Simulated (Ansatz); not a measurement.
Isolated molecules relaxed with PBE0-D4/def2-TZVP in Ansatz; ΔE leaves out vibrations. CCSD(T)/CBS adds triple-zeta CCSD(T) − MP2 to the extrapolated MP2 energy (def2 sets, frozen cores). This one scheme is used for every species. Functionals use def2-TZVPP. B3LYP here is the variant with VWN-RPA as its local correlation; programs differ in this. One conformer a species, not always the lowest.

`FB(Cl)C[SiH3]` + `N=C=O` → `O=C=NB(F)Cl` + `C[SiH3]`  (ligand exchange at a B–C bond)

```tsv
level	ΔE (kJ/mol)	difference from CCSD(T)/CBS
PBE-D4	-75.0	-0.2
r2SCAN-D4	-79.2	-4.4
PBE0-D4	-76.8	-2.0
B3LYP-D4	-82.2	-7.4
ωB97X-V	-76.6	-1.8
ωB97M-V	-76.9	-2.1
B2PLYP	-83.1	-8.3
PBE	-77.2	-2.4
r2SCAN	-79.8	-5.0
PBE0	-78.9	-4.1
B3LYP	-85.8	-11.0
HF/def2-TZVPP	-93.3	-18.5
MP2/def2-TZVPP	-78.5	-3.7
SCS-MP2/def2-TZVPP	-80.5	-5.7
CCSD/def2-TZVPP	-78.5	-3.7
CCSD(T)/def2-TZVPP	-76.8	-2.0
HF/def2-QZVPP	-93.4	-18.6
MP2/def2-QZVPP	-77.3	-2.5
SCS-MP2/def2-QZVPP	-79.4	-4.6
HF/CBS(def2)	-93.4	-18.6
MP2/CBS(def2)	-76.4	-1.6
CCSD/CBS(def2)	-76.4	-1.6
CCSD(T)/CBS	-74.8	0
```

Largest T1 diagnostic among the species: 0.018.

The D4 term adds +3.6 kJ/mol with B3LYP and +2.0 kJ/mol with PBE0; it sums over pairs of atoms, weighted by their polarisabilities, and B3LYP, whose exchange is more repulsive, gets the larger term. In def2-TZVPP, CCSD(T) changes the Hartree–Fock value by +16.4 kJ/mol (the triples alone add +1.6 kJ/mol) and MP2 by +14.8 kJ/mol.
